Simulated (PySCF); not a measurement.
InHFBr, SMILES [F][InH][Br].

Geometry: PBE0-D3(BJ)/def2-TZVP. The def2 effective core potentials stand for the cores of In; spin–orbit coupling is left out.

Level of theory: PBE0-D3(BJ)/def2-TZVP (PySCF).

Frequencies are harmonic and unscaled.

**Question.** Give all harmonic wavenumbers and intensities. (An estimate is asked for; the answer gives what the named calculation found.)

**Answer.** 
```json
[
 {"mode": "1", "ν (cm⁻¹)": "114", "IR (km/mol)": "13.7", "moving atoms (share of kinetic energy)": "F 70 %, In 15 %, Br 14 %"},
 {"mode": "2", "ν (cm⁻¹)": "263", "IR (km/mol)": "37.5", "moving atoms (share of kinetic energy)": "Br 58 %, In 41 %"},
 {"mode": "3", "ν (cm⁻¹)": "384", "IR (km/mol)": "48.5", "moving atoms (share of kinetic energy)": "H 93 %"},
 {"mode": "4", "ν (cm⁻¹)": "433", "IR (km/mol)": "115.8", "moving atoms (share of kinetic energy)": "H 94 %"},
 {"mode": "5", "ν (cm⁻¹)": "602", "IR (km/mol)": "62.2", "moving atoms (share of kinetic energy)": "F 84 %, In 13 %"},
 {"mode": "6", "ν (cm⁻¹)": "1912", "IR (km/mol)": "83.7", "moving atoms (share of kinetic energy)": "H 99 %"}
]
```
